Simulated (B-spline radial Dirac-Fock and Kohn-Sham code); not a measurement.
# Satellites and hypersatellites of the K lines of Ag³⁺

System: the Ag³⁺ ion, 1s2 2s2 2p6 3s2 3p6 3d10 4s2 4p6 4d8.

Model: multi-electron Dirac-Fock with separately optimised hole states, Breit and Lamb-shift corrections added in first order. Program: a radial B-spline solver. Each two-hole energy is an average over J within one jj subconfiguration, not an observable level; in light atoms, where LS coupling holds, the j-resolved values are not observed lines, and for a K spectator the Kα1 hypersatellite is nearly forbidden. Electron correlation is not included.

Lines without a spectator: Kα2 (K-L2) 21988.2 eV, Kα1 (K-L3) 22161.0 eV, Kβ3 (K-M2) 24907.8 eV, Kβ1 (K-M3) 24939.1 eV. Shifts in eV with one spectator hole (a dash: not computed, or left out as unreliable):

```csv
spectator hole,Kα2,Kα1,Kβ3,Kβ1
L2 (2p1/2),+58.0,+72.8,–,+155.3
L3 (2p3/2),+57.9,+57.7,+139.2,–
M2 (3p1/2),–,+8.06,+18.25,+22.25
M3 (3p3/2),+6.12,–,+19.16,+18.58
```

**Question.** Where does the K-L3 hypersatellite lie, emitted when both K electrons are missing?

**Answer.** +549.4 eV from the normal line, at 22710.4 eV. Removing both K electrons costs 51872.1 eV, which is 742.7 eV more than twice the K binding energy.

With n spectator holes in 2p, averaged over the 2p shell (energies in eV):

```tsv
n	KαLⁿ	step	hypersatellite KαʰLⁿ
0	22103.4	–	22647.8
1	22165.2	+61.8	22711.0
2	22228.2	+63.1	22775.5
3	22292.5	+64.3	22841.2
4	22358.1	+65.6	22908.2
5	22424.9	+66.8	22976.4
```
